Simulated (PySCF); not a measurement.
Compound: C₂H₄BFS₂.
Structure used (PBE0-D3(BJ)/def2-SVP), in Å, numbered top down from 1:
```
atom  x, y, z in Å
F1     2.8660    1.0638   -0.5169
B2     1.6398    0.6137   -0.3043
S3     1.1456   -1.0623   -0.7684
C4    -0.4444   -0.9606    0.1289
C5    -0.9766    0.4569    0.0707
S6     0.3629    1.6377    0.4649
H7    -0.2689   -1.2733    1.1697
H8    -1.1467   -1.6705   -0.3325
H9    -1.7925    0.6073    0.7930
H10   -1.3554    0.6946   -0.9352
```

Theory: PBE0-D3(BJ)/def2-SVP geometry optimisation, gas phase (PySCF 2.14.0).

Take the most abundant isotopes and a rigid rotor. The values belong to one conformer with, in the numbering `[F:1][B:2]1[S:3][CH2:4][CH2:5][S:6]1`, F1–B2–S3–C4 169°, B2–S3–C4–C5 34°, S3–C4–C5–S6 -46°, C4–C5–S6–B2 34°.

Task: What are A, B and C (cm⁻¹)?

Result: Ia = 172.66, Ib = 192.14, Ic = 351.83 u·Å²; 505379 MHz·u·Å²/I gives 2927, 2630 and 1436 MHz, that is A = 0.09764, B = 0.08774, C = 0.04791 cm⁻¹.

Task: Classify the top.

Result: An asymmetric top: κ = (2 × 2630 − 2927 − 1436)/(2927 − 1436) = 0.60.

Task: What does the inertial defect say?

Result: Not planar: Δ = Ic − Ia − Ib = -12.97 u·Å². For a rigid frame Δ = −2 Σ m c², so Σ m c² = 6.48 u·Å² lies off the ab plane: 3.96 from hydrogen and 2.52 from heavier atoms. The atom farthest from that plane is 1.40 Å away.

Task: Give the other two planar moments, Paa and Pbb, and the rms extents of the mass along the axes.

Result: Paa = Σ m a² = (Ib + Ic − Ia)/2 = 185.66 and Pbb = Σ m b² = (Ia + Ic − Ib)/2 = 166.17 u·Å². With the mass M = 121.98 u, the rms extents √(P/M) along a, b and c are 1.23, 1.17, 0.23 Å.

Task: Where do the levels up to J = 2 lie, in MHz?

Result: Above 0(0,0):
J = 1: 1(0,1) 4067, 1(1,1) 4363, 1(1,0) 5557
J = 2: 2(0,2) 11254, 2(1,2) 11303, 2(1,1) 14884, 2(2,1) 15775, 2(2,0) 16721

Task: Which lines would a microwave search look for?

Result: The dipole components are |μa| = 2.93 D, |μb| = 0.00 D, |μc| = 0.00 D; the symmetry axis of this C2 structure is a, so μb and μc vanish by symmetry and there are no b-type or c-type lines. Some lines, for components of 0.1 D or more:

| type | branch | J(Ka,Kc) | MHz | lower level (cm⁻¹) |
| --- | --- | --- | --- | --- |
| a | Q | 3(3,0) ← 3(3,1) | 659 | 1.098 |
| a | Q | 2(2,0) ← 2(2,1) | 946 | 0.526 |
| a | Q | 1(1,0) ← 1(1,1) | 1194 | 0.146 |
| a | Q | 3(2,1) ← 3(2,2) | 3170 | 0.933 |
| a | Q | 2(1,1) ← 2(1,2) | 3581 | 0.377 |
| a | R | 1(0,1) ← 0(0,0) | 4067 | 0.000 |
| a | Q | 3(1,2) ← 3(1,3) | 6504 | 0.708 |
| a | R | 2(1,2) ← 1(1,1) | 6940 | 0.146 |
| a | R | 2(0,2) ← 1(0,1) | 7188 | 0.136 |
| a | R | 2(1,1) ← 1(1,0) | 9327 | 0.185 |
| a | R | 3(1,3) ← 2(1,2) | 9932 | 0.377 |
| a | R | 3(0,3) ← 2(0,2) | 9976 | 0.375 |
| a | R | 3(2,2) ← 2(2,1) | 12200 | 0.526 |
| a | R | 3(1,2) ← 2(1,1) | 12855 | 0.496 |

Task: Estimate the classical rotational partition function at 50 K, 200 K and 298.15 K.

Result: Point group C2, symmetry number σ = 2; q = (√π/σ)·√((kT/h)³/(ABC)), k/h = 20836.6 MHz/K: 8960 at 50 K, 71700 at 200 K, 130000 at 298.15 K.

Stationary, but not proved a minimum. These are rigid-rotor constants of the computed structure; measured ground-state constants (B0) also hold zero-point vibration. Quadrupole hyperfine structure (11B) is left out.

On Arm Neoverse V1, one thread, no GPU, shared host, this took 18 s. These figures are those of the optimisation.
